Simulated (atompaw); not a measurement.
Building the PAW (atompaw) potential for zinc (PBE, scalar-relativistic).

Input for atompaw 4.2.0.5:

```
Zn 30
GGA-PBE scalarrelativistic loggrid 1500 logderivrange -12 5 426
4 4 3 0 0 0
4 0 1.75
4 1 0
0 0 0
c
c
v
v
c
v
v
v
2
1.35 1.05 1.20 0.90
n
n
y
-0.5
n
custom polynom vanderbiltortho besselshape
bessel
1.05
1.05
1.00
1.35
1.15
1.35
PWSCFOUT
UPFDX 0.0125d0 UPFXMIN -7.d0 UPFZMESH 30.d0
END
```

Command:

```bash
atompaw < Zn.input > Zn.log
```

Resulting log (summary file):

```
Completed calculations for Zn (AE)

 Exchange-correlation type: GGA, Perdew-Burke-Ernzerhof

 Radial integration grid is logarithmic
 r0 =   2.7940573E-04 h =   8.3821719E-03   n =      1500 rmax =   8.0000000E+01

 Scalar relativistic calculation

 AEatom converged in  33 iterations
   nz     =  30.00
   delta  =       1.287580113739E-17

 All Electron Orbital energies:
  n  l      occupancy      energy
  1  0      2.0000000E+00 -7.0029464E+02
  2  0      2.0000000E+00 -8.5298591E+01
  3  0      2.0000000E+00 -9.6636927E+00
  4  0      1.7500000E+00 -5.7833709E-01
  2  1      6.0000000E+00 -7.3957718E+01
  3  1      6.0000000E+00 -6.2955192E+00
  4  1      0.0000000E+00 -1.9235028E-01
  3  2      1.0000000E+01 -9.1011185E-01

 Total energy
   Total                    :    -3591.91046993584769

 ---
 Completed calculations for Zn (SC)

 Exchange-correlation type: GGA, Perdew-Burke-Ernzerhof

 Radial integration grid is logarithmic
 r0 =   2.7940573E-04 h =   8.3821719E-03   n =      1500 rmax =   8.0000000E+01

 Scalar relativistic calculation

 SCatom converged in   2 iterations
   nz     =  30.00
   delta  =       2.632668816930E-17

 Valence Electron Orbital energies:
  n  l      occupancy      energy
   3  0      2.0000000E+00 -9.6636927E+00
   4  0      1.7500000E+00 -5.7833709E-01
   3  1      6.0000000E+00 -6.2955192E+00
   4  1      0.0000000E+00 -1.9235028E-01
   3  2      1.0000000E+01 -9.1011185E-01

 Total energy
   Total                    :    -3591.91046993411601
   Valence                  :     -549.73008879746988

 PAW parameters:
       lmax =            2
         rc =    1.3608224614126316
        irc =         1014
   rc_shape =    1.0581958241595326
    rc_vloc =    1.2000091477965622
    rc_core =   0.90236025091809735
   Vloc: truncated form - Vps(r)=A.sin(qr)/r for r<rc
   Projector type: polynomial pseudization + Vanderbilt ortho.
   Bessel compensation charge shape zeroed at   1.0582E+00

 Number of basis functions     6
 No.   n  nodes  l      Energy         Cp coeff         Occ
  1    3    2    0   -0.9663693E+01 -0.1394548E+01  0.2000000E+01
  2    4    3    0   -0.5783371E+00 -0.5162915E+02  0.1750000E+01
  3    3    1    1   -0.6295519E+01  0.8097304E-01  0.6000000E+01
  4    4    2    1   -0.1923503E+00  0.4273683E+02  0.0000000E+00
  5    3    0    2   -0.9101119E+00 -0.5493351E+01  0.1000000E+02
  6  999    1    2   -0.5000000E+00 -0.1286327E+01  0.0000000E+00

 Eigenvalues of overlap operator (in the basis of projectors):
    1        4.10153158E-02
    2        5.91856189E-01
    3        7.85315040E-01
    4        4.12690154E+01
    5        3.39468337E+03
    6        5.30903539E+03

 Orbital leakage outside PAW augmentation regions
   orb  is_core?  %out_of_sphere
   1 0    T          -0.00
   2 0    T           0.00
   3 0    F           1.66
   4 0    F          92.46
   2 1    T           0.00
   3 1    F           3.22
   4 1    F          97.86
   3 2    F          16.12

 Summary of PAW energies
   Total valence energy     :   -549.73234678053382
   Smooth energy            :    297.30173164851692
   One center               :   -847.03407842905074
   Smooth kinetic           :    135.39228726809282
   Vloc energy              :     90.82334712692011
   Smooth exch-corr         :    -28.27256278181998
   One-center xc            :   -114.65079396384129
```

The run took about 6.2 s on one core of a shared server CPU.
